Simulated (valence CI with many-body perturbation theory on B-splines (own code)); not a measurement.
# E1 line list for Pr27+

Calculated by valence CI with perturbative core correlation (CI+MBPT): four valence electrons over a frozen Dirac-Fock core [Ar] 3d10, a basis of 11 s, 11 p, 10 d, 8 f, 5 g, 2 h functions for each j, with the one-electron correlation potential Σ1 (screened to all orders), the two-electron term Σ2, the three-electron term Σ3, Breit, model QED; selected single and double excitations, second order for the rest, scaled by the run's own slope (own B-spline code, finite nucleus).

No measured spectrum was set against this ion. As an estimate, large intervals hold to a few tenths of a per cent, small ones and those within an open d or f shell to about a per cent. Among the levels kept, up to 510 cm⁻¹ of a level comes from second order outside the variational space, and about a tenth of that is noise between levels of different J, which matters for small intervals.

Lines 151 to 200 of 558 in falling wavelength, among levels below 340.81 eV, chosen from the strongest by gf and those to the six lowest levels. Wavelengths and rates use the calculated energies. Electric multipoles are in the length gauge, E1 and E2 with the static RPA response of the core. Weak lines are less certain than strong ones. Lines between different terms over intervals too small for the method are left out, as are lines whose strength nearly cancels. Where a level lies close to another of its J and parity, the split of strength between their lines is uncertain. The highest levels of a list are the least certain.

Levels are named by their leading jj configuration (3d3/2^4 stands for four electrons in 3d with j = 3/2), which in mixed levels can hold well under half, so a name can repeat and another be missing. Letters in brackets count levels of one name in rising energy.

```csv
λ vac (nm),Upper,Lower,A (s⁻¹),S (a.u.) with core polarisation,S without
12.18,(4s 4p3/2^2 4d5/2) J=3 [c],(4s^2 4p3/2 4d5/2) J=4,1.05e+11,6.56e-01,7.06e-01
12.13,(4s 4p1/2 4p3/2 4d3/2) J=1 [d],(4s 4p1/2 4p3/2^2) J=1 [b],3.16e+10,8.35e-02,8.94e-02
12.13,(4s 4p1/2^2 4d3/2) J=1,(4s 4p1/2^2 4p3/2) J=2,2.47e+09,6.53e-03,6.99e-03
12.11,(4p1/2 4p3/2^2 4d5/2) J=3 [b],(4s 4p1/2 4p3/2 4d3/2) J=3 [a],1.40e+10,8.58e-02,9.23e-02
12.08,(4s 4p1/2 4p3/2^2) J=1 [b],(4s^2 4p1/2 4p3/2) J=1,3.65e+10,9.52e-02,1.02e-01
12.07,(4s 4p1/2 4p3/2 4d3/2) J=1 [c],(4s 4p1/2 4p3/2^2) J=2 [b],8.07e+10,2.10e-01,2.26e-01
12.06,(4s^2 4p1/2 4d3/2) J=2,(4s^2 4p1/2 4p3/2) J=2,7.22e+10,3.13e-01,3.36e-01
12.06,(4s 4p3/2^2 4d5/2) J=1 [b],(4s^2 4p3/2 4d5/2) J=2,7.50e+10,1.95e-01,2.10e-01
12.04,(4s 4p1/2 4p3/2 4f5/2) J=4 [a],(4s 4p1/2 4p3/2 4d5/2) J=3 [d],1.61e+10,1.24e-01,1.34e-01
12.03,(4p1/2 4p3/2^3) J=1,(4s 4p1/2 4p3/2^2) J=2 [a],4.97e+10,1.28e-01,1.38e-01
12.02,(4s 4p1/2 4p3/2 4d3/2) J=2 [c],(4s^2 4p1/2 4d3/2) J=2,3.15e+10,1.35e-01,1.46e-01
12.00,(4s 4p1/2 4p3/2 4f7/2) J=5 [a],(4s 4p1/2 4p3/2 4d5/2) J=4 [b],2.20e+10,2.07e-01,2.23e-01
11.96,(4p1/2^2 4p3/2 4d5/2) J=2,(4s 4p1/2^2 4d3/2) J=2,4.27e+10,1.81e-01,1.94e-01
11.96,(4s 4p1/2 4p3/2 4f7/2) J=3,(4s 4p1/2 4p3/2 4d5/2) J=2 [c],1.58e+10,9.36e-02,1.00e-01
11.95,(4p1/2 4p3/2^2 4d5/2) J=4 [c],(4s 4p1/2 4p3/2 4d5/2) J=4 [a],2.19e+10,1.66e-01,1.79e-01
11.92,(4s 4p3/2^2 4d5/2) J=2 [b],(4s^2 4p3/2 4d3/2) J=2,2.01e+10,8.40e-02,9.03e-02
11.83,(4s 4p1/2 4p3/2 4f5/2) J=3 [b],(4s 4p1/2 4p3/2 4d3/2) J=2 [c],3.50e+10,2.00e-01,2.15e-01
11.81,(4s^2 4p3/2 4d3/2) J=1,(4s^2 4p3/2^2) J=0,4.36e+09,1.06e-02,1.14e-02
11.80,(4p1/2^2 4p3/2 4d3/2) J=1,(4p1/2^2 4p3/2^2) J=2,3.28e+10,7.98e-02,8.55e-02
11.79,(4s 4p1/2 4d3/2 4d5/2) J=3 [d],(4s 4p1/2 4p3/2 4d5/2) J=4 [b],1.58e+10,8.94e-02,9.57e-02
11.78,(4s 4p1/2^2 4d3/2) J=2,(4s 4p1/2^2 4p3/2) J=2,3.74e+10,1.51e-01,1.62e-01
11.74,(4s 4p1/2 4d3/2 4d5/2) J=4 [b],(4s 4p1/2 4p3/2 4d3/2) J=3 [b],4.32e+10,3.10e-01,3.34e-01
11.73,(4s^2 4p1/2 4d3/2) J=2,(4s^2 4p1/2 4p3/2) J=1,7.37e+09,2.93e-02,3.14e-02
11.71,(4s^2 4d3/2 4d5/2) J=3,(4s^2 4p3/2 4d5/2) J=2,1.30e+10,7.22e-02,7.79e-02
11.69,(4s 4p1/2 4p3/2 4f7/2) J=5 [b],(4s 4p1/2 4p3/2 4d5/2) J=4 [b],1.39e+10,1.21e-01,1.29e-01
11.66,(4s^2 4d3/2^2) J=0 [a],(4s^2 4p3/2 4d3/2) J=1,1.07e+11,8.37e-02,9.00e-02
11.64,(4s 4p1/2 4d3/2^2) J=1 [b],(4s 4p1/2 4p3/2 4d3/2) J=2 [b],2.81e+10,6.55e-02,7.01e-02
11.63,(4s 4p1/2 4p3/2 4d5/2) J=2 [c],(4s^2 4p1/2 4d3/2) J=2,4.83e+10,1.88e-01,2.02e-01
11.58,(4s 4p1/2 4d3/2 4d5/2) J=3 [a],(4s 4p1/2 4p3/2 4d3/2) J=4,1.51e+10,8.08e-02,8.67e-02
11.53,(4s 4p1/2 4d5/2^2) J=4,(4s 4p1/2 4p3/2 4d3/2) J=3 [b],1.01e+10,6.85e-02,7.35e-02
11.52,(4s^2 4p3/2 4d3/2) J=2,(4s^2 4p3/2^2) J=2,4.06e+09,1.53e-02,1.65e-02
11.52,(4s 4p1/2 4p3/2 4f5/2) J=3 [b],(4s 4p1/2 4p3/2 4d5/2) J=3 [c],1.96e+10,1.04e-01,1.11e-01
11.49,(4s 4p1/2 4p3/2 4d5/2) J=2 [d],(4s^2 4p1/2 4d3/2) J=2,4.07e+10,1.53e-01,1.64e-01
11.46,(4s 4p1/2 4d5/2^2) J=3,(4s 4p1/2 4p3/2 4d5/2) J=4 [b],2.32e+10,1.21e-01,1.30e-01
11.43,(4s 4p1/2 4d3/2 4d5/2) J=5,(4s 4p1/2 4p3/2 4d5/2) J=5,5.68e+10,4.60e-01,4.91e-01
11.42,(4s 4p1/2 4p3/2 4d3/2) J=2 [b],(4s 4p1/2 4p3/2^2) J=3,1.92e+10,7.08e-02,7.56e-02
11.41,(4s 4p1/2 4p3/2 4d3/2) J=1 [d],(4s 4p1/2 4p3/2^2) J=2 [b],3.54e+10,7.78e-02,8.35e-02
11.40,(4s 4p1/2 4d3/2 4d5/2) J=2 [c],(4s 4p1/2 4p3/2 4d3/2) J=3 [b],3.65e+10,1.33e-01,1.43e-01
11.39,(4s 4p1/2 4d3/2^2) J=3,(4s 4p1/2 4p3/2 4d3/2) J=2 [a],1.39e+10,7.09e-02,7.61e-02
11.37,(4s 4p3/2^2 4d5/2) J=0,(4s 4p1/2 4p3/2^2) J=1 [b],9.92e+10,7.21e-02,7.73e-02
11.35,(4s 4p3/2^2 4d3/2) J=2 [c],(4s 4p3/2^3) J=1,2.41e+10,8.70e-02,9.33e-02
11.33,(4s 4p1/2 4d3/2 4d5/2) J=4 [a],(4s 4p1/2 4p3/2 4d5/2) J=4 [a],3.15e+10,2.03e-01,2.17e-01
11.33,(4s 4p1/2 4p3/2 4d3/2) J=1 [e],(4s^2 4p1/2 4d3/2) J=2,3.46e+10,7.45e-02,8.00e-02
11.30,(4s 4p1/2 4p3/2 4f7/2) J=3,(4s 4p1/2 4p3/2 4d5/2) J=3 [d],1.59e+10,7.93e-02,8.47e-02
11.30,(4s 4p1/2 4p3/2 4d5/2) J=2 [b],(4s 4p1/2 4p3/2^2) J=3,4.66e+10,1.66e-01,1.78e-01
11.29,(4s 4p1/2 4d3/2 4d5/2) J=3 [c],(4s 4p1/2 4p3/2 4d3/2) J=2 [b],2.01e+10,9.98e-02,1.07e-01
11.28,(4s^2 4p3/2 4d3/2) J=3,(4s^2 4p3/2^2) J=2,1.83e+10,9.09e-02,9.73e-02
11.28,(4s 4p1/2 4p3/2 4d5/2) J=3 [b],(4s 4p1/2 4p3/2^2) J=3,4.96e+10,2.46e-01,2.63e-01
11.27,(4s 4p1/2 4p3/2 4f7/2) J=3,(4s 4p1/2 4p3/2 4d5/2) J=3 [c],1.81e+10,8.93e-02,9.55e-02
11.26,(4s 4p1/2 4d3/2 4d5/2) J=2 [b],(4s 4p1/2 4p3/2 4d5/2) J=2 [a],2.19e+10,7.72e-02,8.27e-02
```
